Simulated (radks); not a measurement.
F+, configuration [He] 2s2 2p4 (the NIST ground configuration).

All-electron calculation, Dirac Kohn-Sham, PBE, spin-unpolarised, spherical densities, point nucleus; open shells are shared between the two j in proportion to 2j + 1. Program: a radial shooting solver on a logarithmic mesh with Libxc functionals.

Energy parts (hartree):
| part | energy |
|---|---|
| total | -99.03182 |
| kinetic | 98.99424 |
| electron-nucleus | -232.19162 |
| Hartree | 43.87340 |
| exchange-correlation | -9.70784 |

Orbitals (lengths in bohr, moments of r in powers of bohr; r(90%) holds 90 % of the orbital's charge):
orbital	occ.	eigenvalue (hartree)	r(90%)	<r^4>	small-component weight
1s1/2	2	-25.14022	0.316	0.004603	9.89e-04
2s1/2	2	-1.74141	1.53	2.386	1.20e-04
2p1/2	1.33333	-1.04209	1.68	3.670	1.03e-04
2p3/2	2.66667	-1.03935	1.68	3.695	1.03e-04

The highest occupied level is 2p3/2 at -28.282 eV. The density falls to 0.001 e/bohr^3 at r = 2.75 bohr.
